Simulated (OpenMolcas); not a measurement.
Pd2+ in Cs2NaYF6

Pd2+ with its 6 nearest fluoride ions at 2.173 Å, on the Y site of Cs2NaYF6 (a = 9.075 Å, distance in the model lattice 2.178 Å). The rest of the host is ab initio model potentials to 7.6 Å, with orthogonalisation functions on the cations behind the ligands, and point charges beyond; the distance is set by hand and nothing relaxes, and no local charge compensation is placed. Ligand basis ANO-RCC-VDZP.
```
Pd    0.0000    0.0000    0.0000
F     2.1730    0.0000    0.0000
F     0.0000    2.1730    0.0000
F    -2.1730    0.0000    0.0000
F     0.0000   -2.1730    0.0000
F     0.0000    0.0000    2.1730
F     0.0000    0.0000   -2.1730
```

```
Program             : OpenMolcas 26.06
Method              : CASSCF
Basis               : ANO-RCC-VTZP [7s6p4d2f1g]
Scalar Hamiltonian  : DKH2, point nucleus
Active space        : 8 electrons in 5 orbitals (4d)
State averaging     : 2S+1 = 3 even, 10 roots; 2S+1 = 1 even, 15 roots
Spin-orbit coupling : RASSI with atomic mean-field integrals over the reference wave functions
```

The lowest spin-free states (labels of O, the rotations of Oh), above the lowest:

```
State  Degeneracy  E (cm-1)  Free-ion L (%)
  3A2           1       0.0         F (100)
  3T2           3     11168         F (100)
   1E           2     13790          D (74)
  3T1           3     17852          F (82)
  1A1           1     23171          G (90)
  1T2           3     24614          D (80)
  1T1           3     28813         G (100)
  3T1           3     29074          P (82)
   1E           2     37980          G (74)
  1T2           3     38349          G (80)
  1A1           1     61225          S (90)
```

The lowest levels with spin-orbit coupling:

```
E (cm-1)  Degeneracy  Label      2S+1
     0.0           3     T2         3
   10107           2      E  3 (88 %)
   10903           3     T1         3
   11927           3     T2         3
   12337           1     A2         3
   13849           2      E  1 (75 %)
   16262           1     A1         3
   17710           3     T1         3
   19172           3     T2         3
   20133           2      E  3 (87 %)
   23952           1     A1         1
   24168           3     T2  1 (82 %)
   29150           3     T1  1 (77 %)
   29332           2      E         3
   30111           1     A1         3
   30166           3     T2  3 (82 %)
   30180           3     T1  3 (78 %)
   38648           2      E         1
   38998           3     T2         1
   62034           1     A1         1
```

Powder χT (cm3 K/mol): 1.45 at 2 K, 1.45 at 10 K, 1.45 at 50 K, 1.46 at 100 K, 1.47 at 200 K, 1.49 at 300 K. The effective moment at 300 K is 2.828 √(χT) = 3.45 μB.

The lowest level has 2S+1 = 3, for which the spin-only value is χT = S(S+1) / 2 = 1.000 cm3 K/mol (g = 2). The computed 1.490 at 300 K differs by +0.490, through orbital momentum, spin-orbit coupling and any other state in reach.

Metal share of the active 4d orbitals (Löwdin): 90, 90, 97, 97, 97 %; Mulliken charge of the metal 1.66.

A least-squares ligand-field fit to the states below 45000 cm-1, each weighted by its degeneracy and with a free common offset, gives 10Dq = 11279 cm-1, B = 887 cm-1 and C = 3554 cm-1 (C/B = 4.01), with an rms deviation of 63 cm-1.

The same method and metal basis give the free ion B = 953 cm-1 (fit to its terms below 60000 cm-1, rms deviation 8 cm-1), so the nephelauxetic ratio is β = 887 / 953 = 0.93; it hangs on how both fits weigh the states, and computed free-ion B values tend to be too large, so β mixes covalency with correlation.

Without dynamic correlation the repulsion within the d shell is too large (B by tens of per cent), so at a given field states of lower spin stand too high. Real 4d8 and 5d8 ions are as a rule square planar and diamagnetic. With metal d orbitals alone the field can be off either way by tens of per cent. Ligand-to-metal charge-transfer states are missing. With no ligand orbital active B as a rule stays too high, so bands that hang on it stand too high and its fall with covalency is understated. No measured value stands beside these numbers; the geometry was set by hand and not optimised.

The RASSCF and RASSI steps took 40 s on 1 thread of Intel(R) Xeon(R) Platinum 8259CL CPU @ 2.50GHz (Skylake/Cascade Lake), with other jobs on the host; the integral step is not counted.
